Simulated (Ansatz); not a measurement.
Cost and result for the atomization energy of C₂H₁₀GeSi, SMILES `C[SiH2][CH2][GeH3]` (14 atoms, 13 bonds).

Z-matrix (Å, degrees):
```
C
Si 1 1.871
H 1 1.093 2 111.3
H 1 1.092 2 110.7 3 120.0
H 1 1.093 2 110.9 3 -120.2
C 2 1.872 1 111.7 3 61.8
H 2 1.491 1 109.7 3 -58.9
H 2 1.492 1 109.4 3 -176.6
Ge 6 1.957 2 114.6 1 -59.4
H 6 1.094 2 109.2 1 179.6
H 6 1.094 2 109.8 1 62.5
H 9 1.539 6 110.1 2 -53.4
H 9 1.539 6 110.6 2 -173.6
H 9 1.540 6 110.3 2 66.4
```

The species carries charge 0 and has multiplicity 1. Correlated methods include outer-core shells of Ge, which these sets cover unevenly. Scalar relativity is left out up to krypton. All single points use the PBE0-D4/def2-TZVP geometry. It is one conformer, not always the lowest. Program: Ansatz. All runs use 2 threads of an AMD EPYC 7R13 on a shared host and a share of an NVIDIA H100 80 GB. Times are those of one run each, without the atoms' runs, and a repeat can differ threefold. Electronic energies, without spin–orbit coupling; frozen cores. CCSD(T)/CBS adds CCSD(T) − MP2 in def2-TZVPP to the MP2 limit, and its time is that of the two runs behind it. T1 = 0.011. With those shells the extrapolation isn't a true limit. B3LYP takes the VWN-RPA correlation (the form of Gaussian; ORCA's B3LYP/G).

CCSD(T)/CBS is a level of theory with its own doubt, some kJ/mol a heavy atom from the limit and from the frozen cores, so smaller differences don't rank the functionals.

```csv
level,functions,wall time
PBE-D4/def2-TZVPP (with forces),292,2.3 s
PBE0-D4/def2-TZVPP,292,2.3 s
B3LYP-D4/def2-TZVPP (with forces),292,2.6 s
r2SCAN-D4/def2-TZVPP (with forces),292,3.6 s
ωB97X-V/def2-TZVPP,292,3.6 s
B2PLYP/def2-TZVPP,292,3.6 s
ωB97M-V/def2-TZVPP (with forces),292,3.9 s
CCSD(T)/def2-TZVPP,292,7 s
MP2/def2-QZVPP,573,7.5 s
CCSD(T)/CBS(def2),–,15 s
```

(1) What atomization energy does each give, and how far from CCSD(T)/CBS? (Best estimate.)

Results:

(1) Computed: 
```
                             level  atomization (kcal/mol)  difference from CCSD(T)/CBS  per bond
   PBE-D4/def2-TZVPP (with forces)                  1111.7                         -5.0      -0.4
                PBE0-D4/def2-TZVPP                  1108.2                         -8.5      -0.7
 B3LYP-D4/def2-TZVPP (with forces)                  1111.8                         -4.9      -0.4
r2SCAN-D4/def2-TZVPP (with forces)                  1114.6                         -2.1      -0.2
                ωB97X-V/def2-TZVPP                  1119.1                          2.4       0.2
                 B2PLYP/def2-TZVPP                  1099.8                        -16.9      -1.3
  ωB97M-V/def2-TZVPP (with forces)                  1113.3                         -3.4      -0.3
                CCSD(T)/def2-TZVPP                  1095.0                        -21.7      -1.7
                    MP2/def2-QZVPP                  1103.5                        -13.2      -1.0
                 CCSD(T)/CBS(def2)                  1116.7                          0.0       0.0
```

In def2-TZVPP, CCSD(T) changes the Hartree–Fock value by +245.6 kcal/mol (the triples alone add +10.4 kcal/mol) and MP2 by +241.4 kcal/mol; breaking electron pairs costs correlation energy, which Hartree–Fock lacks. From PBE to PBE0 (25 % exact exchange), in def2-TZVPP and without D4, the atomization energy moves by −2.5 kcal/mol: exact exchange takes away binding that semilocal exchange gives to molecules. The D4 term adds +11.3 kcal/mol with B3LYP and +6.0 kcal/mol with PBE0; it sums over pairs of atoms, weighted by their polarisabilities, and B3LYP, whose exchange is more repulsive, gets the larger term.
